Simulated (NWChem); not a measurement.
Molecule: C₂H₃B; SMILES BC#C

```xyz
6

B     -0.0045    -1.3955     0.0116
C     -0.0031     0.1130     0.0101
C     -0.0018     1.3340     0.0096
H     -0.0008     2.4100     0.0090
H      1.0402    -1.9998     0.0129
H     -1.0503    -1.9980     0.0110
```
Atoms are numbered in this order, from 1.

Program: NWChem. Pople sets run with spherical d functions. Coordinates come from a PBE0/def2-SVP optimisation. Vzz is the largest principal value of the second derivative of the potential at the nucleus (NWChem prints the opposite sign); η is the asymmetry. Non-relativistic.

```json
[
 {"level": "PBE0/6-31G*", "Vzz B1 (a.u.)": "0.529", "η B1": "0.10"},
 {"level": "PBE0/def2-SVP", "Vzz B1 (a.u.)": "0.524", "η B1": "0.07"},
 {"level": "Hartree-Fock/6-31G*", "Vzz B1 (a.u.)": "0.550", "η B1": "0.10"},
 {"level": "Hartree-Fock/def2-SVP", "Vzz B1 (a.u.)": "0.547", "η B1": "0.07"}
]
```
